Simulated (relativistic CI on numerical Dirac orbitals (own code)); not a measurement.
# How the errors of a small relativistic CI change along the 78-electron sequence

Levels calculated with a relativistic CI code on KLI orbitals, against measured ones, in five cumulative steps: (1) Dirac-Coulomb, each configuration alone; (2) with Breit and QED terms; (3) with configuration mixing; (4) with scaled Slater integrals; (5) with a P86 correlation estimate. Each ion has its own short list of configurations; levels above 2,000 cm⁻¹ that pair in every step are counted, and ions without enough such levels are left out. The scale is 0.85 up to charge 4 and 0.9 beyond; P86 is a density functional added for each configuration.

Median relative error (%):

| Ion | Ground | Levels | (1) | (2) | (3) | (4) | (5) |
| --- | --- | --- | --- | --- | --- | --- | --- |
| Pt | 5d9 6s | 8 | 18.0 | 19.8 | 19.7 | 16.0 | 17.3 |
| Au⁺ | 5d10 | 24 | 6.0 | 6.2 | 4.4 | 4.4 | 3.1 |
| Hg²⁺ | 5d10 | 22 | 2.6 | 3.0 | 4.1 | 3.6 | 4.7 |
| Tl³⁺ | 5d10 | 15 | 0.9 | 0.9 | 1.0 | 1.0 | 2.8 |
| Pb⁴⁺ | 5d10 | 16 | 0.5 | 0.4 | 0.4 | 0.5 | 2.6 |
| Bi⁵⁺ | 5d10 | 17 | 0.3 | 0.5 | 0.5 | 0.4 | 2.7 |

Mean absolute error (cm⁻¹):

| Ion | (1) | (2) | (3) | (4) | (5) |
| --- | --- | --- | --- | --- | --- |
| Pt | 4952 | 4939 | 4774 | 3714 | 3497 |
| Au⁺ | 4680 | 4594 | 3875 | 4020 | 3212 |
| Hg²⁺ | 4070 | 4372 | 5076 | 4772 | 5227 |
| Tl³⁺ | 1580 | 1557 | 1523 | 1515 | 4795 |
| Pb⁴⁺ | 1863 | 1889 | 1766 | 1711 | 5400 |
| Bi⁵⁺ | 1878 | 2315 | 2086 | 2088 | 6792 |

In step (3), fully ab initio, the relative error is 19.7 % for Pt and 0.5 % for Bi⁵⁺, while the absolute error goes from 4774 to 2086 cm⁻¹. Level energies grow with the charge (linearly within a shell, quadratically where n changes), mostly faster than the correlation that the model misses, so the relative error falls. The sets of levels differ from ion to ion, which blurs the trend. Mixing (step 3) lowers the mean absolute error for 5 of the 6 ions and scaling (step 4) for 4. The P86 step changes the mean absolute error by a factor of 0.9 for the first ion and 3.3 for the last.

Sources of the measured levels: Pt, NIST Handbook of Basic Atomic Spectroscopic Data (Sansonetti and Martin, J. Phys. Chem. Ref. Data 34, 1559 (2005)); Au⁺, NIST Handbook of Basic Atomic Spectroscopic Data (Sansonetti and Martin, J. Phys. Chem. Ref. Data 34, 1559 (2005)); Hg²⁺, Moore, Atomic Energy Levels, vol. III, NSRDS-NBS 35 (1971 reprint of NBS Circular 467, 1958); Tl³⁺, Moore, Atomic Energy Levels, vol. III, NSRDS-NBS 35 (1971 reprint of NBS Circular 467, 1958); Pb⁴⁺, Moore, Atomic Energy Levels, vol. III, NSRDS-NBS 35 (1971 reprint of NBS Circular 467, 1958); Bi⁵⁺, Moore, Atomic Energy Levels, vol. III, NSRDS-NBS 35 (1971 reprint of NBS Circular 467, 1958). Some J values or terms were assigned by a fit.
